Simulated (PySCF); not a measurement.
How methods differ on the excitation energy of In²⁺

In²⁺ [Kr] 4d10 5s1 (2S) → In²⁺ [Kr] 4d10 5d1 (2D), as a difference of total energies. Computed with PySCF 2.14 in aug-cc-pwCVTZ-PP with ECP28MDF, with scalar relativity through the core potential. Correlated levels: valence and next inner shell: nothing frozen outside the core potential. The calculations carry no spin-orbit coupling.

| method | excitation energy (eV) |
| --- | --- |
| UHF | 14.843 |
| LDA | 16.309 |
| PBE | 15.750 |
| PBE0 | 15.606 |
| r2SCAN | 15.727 |
| wB97X | 15.716 |
| B97-3 | 15.465 |
| BLYP | 15.849 |
| HSE06 | 15.638 |
| MP2 (valence and next inner shell) | 16.048 |
| SCS-MP2 (valence and next inner shell) | 15.842 |

Task: How much does correlation contribute at MP2 (valence and next inner shell)?

Result: 16.048 − (14.843) = 1.205 eV, measured against UHF.

The promoted electron is Rydberg-like, and one or two diffuse shells describe it only roughly, which tends to raise the upper state.
